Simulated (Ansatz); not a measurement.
Total energies of `c1ccc(-c2ccc(-c3ccc(-c4ccc(-c5ccc(-c6ccc(-c7ccccc7)cc6)cc5)cc4)cc3)cc2)cc1` from Ansatz at PBE0-D4/def2-SVP, gas phase (1 Eh = 27.2114 eV = 2625.5 kJ/mol). The reference geometry is relaxed at PBE-D4/def2-SVP.

```
                state   geometry  energy (Eh)
     charge 0 singlet  reference  -1615.62734
     charge 1 doublet  reference  -1615.37683
    charge -1 doublet  reference  -1615.66168
free C atom (triplet)          –    -37.76066
free H atom (doublet)          –     -0.50029
```

Single mean-field runs in def2-SVP are fitted with def2-universal-jkfit.

(1) Work out the vertical ionisation energy to the doublet.

(2) Work out the vertical electron affinity, to the doublet.

(3) Give the fundamental gap IE − EA, the Mulliken electronegativity (IE + EA)/2 and the hardness (IE − EA)/2.

(4) What is the binding energy per atom against free atoms?

(1) E(charge 1 doublet) − E(charge 0 singlet) = -1615.37683 − (-1615.62734) = 0.25051 Eh = 6.82 eV. For comparison, −ε of the highest occupied level is 5.90 eV at this level, 0.92 eV less.

(2) E(charge 0 singlet) − E(charge -1 doublet) = -1615.62734 − (-1615.66168) = 0.03434 Eh = 0.93 eV. The basis lacks diffuse functions, which makes affinities too small.

(3) From the values in Eh: IE − EA = 0.25051 − 0.03434 = 0.21617 Eh = 5.88 eV; (IE + EA)/2 = 3.88 eV; (IE − EA)/2 = 2.94 eV. The HOMO–LUMO gap of the same run is 4.15 eV, 1.73 eV smaller than the fundamental gap.

(4) Atoms: 42 × (-37.76066) + 30 × (-0.50029) = -1600.95642 Eh. Binding: -1600.95642 − (-1615.62734) = 14.67092 Eh = 399.22 eV, or 5.54 eV for each of 72 atoms (no zero-point energy, no counterpoise term).
